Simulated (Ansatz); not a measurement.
Geometry optimisation of `Cl[SiH][S][GeH2][Cl]` radical.

```yaml
crystal:
  periodic: [false, false, false]
  atoms:
    - {symbol: Cl, position_ang: [-2.299140, -0.817640, 0.397280]}
    - {symbol: Si, position_ang: [-0.648500, -1.819640, -0.197600]}
    - {symbol: S, position_ang: [1.138360, -0.824550, 0.521420]}
    - {symbol: Ge, position_ang: [0.714360, 1.204070, -0.263620]}
    - {symbol: Cl, position_ang: [-0.199810, 2.392990, 1.207230]}
    - {symbol: H, position_ang: [-0.552370, -3.128050, 0.435100]}
    - {symbol: H, position_ang: [2.038730, 1.845010, -0.621410]}
    - {symbol: H, position_ang: [-0.191640, 1.147820, -1.478400]}
basis:
  gaussian: {orbitals: def2-TZVP}
magnetization: {spin_polarized: true, initial_magnetization: 1}
hamiltonian: {xc: pbe0, dispersion: d4}
relax: {f_tol: 0.005, max_steps: 150}
```

```sh
$ ansatz run in.yaml --threads 2 --pin off --events-out ev --progress --plain --max-ram 22528MiB --backend cuda --devices 0, --max-vram 18GiB
```

It prints (some lines left out):

```
Functional definition: PBE0
mean field -100307.06519218 eV, -3686.2166552420 hartree, gradient 9.0e-6 eV, S^2 0.752995; 0 other end points of the search recorded, 0 dependent functions left out
relax step   1: F+E_penalty+E_count = -100307.36503817 eV  Δ(F+E_penalty+E_count) = +0.000e0 eV  max|allowed force component| = 1.121e0 eV/Å  Δτ_max = 0.0000 Å  (33 SCF iters, accepted)
mean field -100307.14195666 eV, -3686.2194762846 hartree, gradient 1.8e-5 eV, S^2 0.753016; 0 other end points of the search recorded, 0 dependent functions left out
relax step   2: F+E_penalty+E_count = -100307.43764472 eV  Δ(F+E_penalty+E_count) = -7.261e-2 eV  max|allowed force component| = 2.509e-1 eV/Å  Δτ_max = 0.0806 Å  (33 SCF iters, accepted)
mean field -100307.14512818 eV, -3686.2195928355 hartree, gradient 8.0e-5 eV, S^2 0.753027; 0 other end points of the search recorded, 0 dependent functions left out
relax step   3: F+E_penalty+E_count = -100307.44310259 eV  Δ(F+E_penalty+E_count) = -5.458e-3 eV  max|allowed force component| = 5.902e-2 eV/Å  Δτ_max = 0.0343 Å  (30 SCF iters, accepted)
mean field -100307.14647587 eV, -3686.2196423624 hartree, gradient 7.6e-5 eV, S^2 0.753020; 0 other end points of the search recorded, 0 dependent functions left out
relax step   4: F+E_penalty+E_count = -100307.44398942 eV  Δ(F+E_penalty+E_count) = -8.868e-4 eV  max|allowed force component| = 8.574e-3 eV/Å  Δτ_max = 0.0125 Å  (31 SCF iters, accepted)
mean field -100307.14662112 eV, -3686.2196477003 hartree, gradient 1.5e-5 eV, S^2 0.753020; 0 other end points of the search recorded, 0 dependent functions left out
relax step   5: F+E_penalty+E_count = -100307.44406137 eV  Δ(F+E_penalty+E_count) = -7.195e-5 eV  max|allowed force component| = 6.816e-3 eV/Å  Δτ_max = 0.0043 Å  (27 SCF iters, accepted)
mean field -100307.14750742 eV, -3686.2196802710 hartree, gradient 7.7e-5 eV, S^2 0.753013; 0 other end points of the search recorded, 0 dependent functions left out
relax step   6: F+E_penalty+E_count = -100307.44442877 eV  Δ(F+E_penalty+E_count) = -3.674e-4 eV  max|allowed force component| = 1.426e-2 eV/Å  Δτ_max = 0.0282 Å  (30 SCF iters, accepted)
mean field -100307.11802179 eV, -3686.2185966942 hartree, gradient 1.3e-5 eV, S^2 0.752901; 0 other end points of the search recorded, 0 dependent functions left out
relax step   7: F+E_penalty+E_count = -100307.41409938 eV  Δ(F+E_penalty+E_count) = +3.033e-2 eV  max|allowed force component| = 5.421e-1 eV/Å  Δτ_max = 0.0643 Å  (33 SCF iters, rejected (line search))
mean field -100307.14835973 eV, -3686.2197115929 hartree, gradient 7.8e-5 eV, S^2 0.752996; 0 other end points of the search recorded, 0 dependent functions left out
relax step   8: F+E_penalty+E_count = -100307.44465948 eV  Δ(F+E_penalty+E_count) = -2.307e-4 eV  max|allowed force component| = 8.086e-3 eV/Å  Δτ_max = 0.0314 Å  (30 SCF iters, accepted)
mean field -100307.14848152 eV, -3686.2197160688 hartree, gradient 1.2e-5 eV, S^2 0.752994; 0 other end points of the search recorded, 0 dependent functions left out
relax step   9: F+E_penalty+E_count = -100307.44468476 eV  Δ(F+E_penalty+E_count) = -2.528e-5 eV  max|allowed force component| = 6.118e-3 eV/Å  Δτ_max = 0.0090 Å  (28 SCF iters, accepted)
mean field -100307.14846027 eV, -3686.2197152878 hartree, gradient 1.2e-5 eV, S^2 0.752991; 0 other end points of the search recorded, 0 dependent functions left out
relax step  10: F+E_penalty+E_count = -100307.44469666 eV  Δ(F+E_penalty+E_count) = -1.190e-5 eV  max|allowed force component| = 3.895e-3 eV/Å  Δτ_max = 0.0046 Å  (28 SCF iters, accepted)
mean field -100307.14846027 eV, -3686.2197152878 hartree, gradient 1.2e-5 eV, S^2 0.752991; 1 other end points of the search recorded, 0 dependent functions left out
Total energy: -100307.44473023 eV, -3686.2306030081 hartree
Atom 0 at    -2.360151    -0.886508     0.479663 Å, force    -0.000605     0.000956     0.000779 eV/Å
Atom 1 at    -0.627044    -1.779506    -0.178084 Å, force    -0.001274    -0.003895     0.000055 eV/Å
Atom 2 at     1.124328    -0.807018     0.528276 Å, force     0.002248    -0.001591     0.000208 eV/Å
Atom 3 at     0.742739     1.219079    -0.298260 Å, force     0.000245     0.000350    -0.000066 eV/Å
Atom 4 at    -0.216463     2.433817     1.188496 Å, force    -0.001080     0.000346     0.000041 eV/Å
Atom 5 at    -0.571665    -3.161128     0.373864 Å, force    -0.000326     0.002498    -0.000746 eV/Å
Atom 6 at     2.104823     1.852369    -0.589321 Å, force    -0.000226     0.001533    -0.000232 eV/Å
Atom 7 at    -0.196578     1.128905    -1.504635 Å, force     0.001018    -0.000198    -0.000038 eV/Å
Dipole moment:     0.225879    -0.121531    -0.371766 e Å
```

It took 65 s on 2 threads of an AMD EPYC 7R13 on a shared host and a share of an NVIDIA H100 80 GB, with 1 GiB of host memory at the peak.
